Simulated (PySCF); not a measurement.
## Radial density of Ge²⁺ (germanium, charge +2)

UHF, [Ar] 3d10 4s2, closed-shell 1S. Computed with PySCF 2.14 in def2-TZVP (6s5p4d1f, 48 functions), with no relativity, point nucleus.

```json
{"r (bohr)": "0.000663", "4πr²ρ (e/bohr)": "0.1190"}
{"r (bohr)": "0.00112", "4πr²ρ (e/bohr)": "0.3280"}
{"r (bohr)": "0.00188", "4πr²ρ (e/bohr)": "0.8820"}
{"r (bohr)": "0.00316", "4πr²ρ (e/bohr)": "2.302"}
{"r (bohr)": "0.00531", "4πr²ρ (e/bohr)": "5.671"}
{"r (bohr)": "0.00893", "4πr²ρ (e/bohr)": "12.74"}
{"r (bohr)": "0.0150", "4πr²ρ (e/bohr)": "24.48"}
{"r (bohr)": "0.0253", "4πr²ρ (e/bohr)": "36.45"}
{"r (bohr)": "0.0425", "4πr²ρ (e/bohr)": "37.45"}
{"r (bohr)": "0.0715", "4πr²ρ (e/bohr)": "31.39"}
{"r (bohr)": "0.120", "4πr²ρ (e/bohr)": "42.04"}
{"r (bohr)": "0.202", "4πr²ρ (e/bohr)": "38.55"}
{"r (bohr)": "0.340", "4πr²ρ (e/bohr)": "22.77"}
{"r (bohr)": "0.572", "4πr²ρ (e/bohr)": "28.28"}
{"r (bohr)": "0.963", "4πr²ρ (e/bohr)": "10.75"}
{"r (bohr)": "1.62", "4πr²ρ (e/bohr)": "2.210"}
{"r (bohr)": "2.72", "4πr²ρ (e/bohr)": "0.5466"}
{"r (bohr)": "4.58", "4πr²ρ (e/bohr)": "0.02121"}
{"r (bohr)": "7.71", "4πr²ρ (e/bohr)": "3.207e-05"}
```
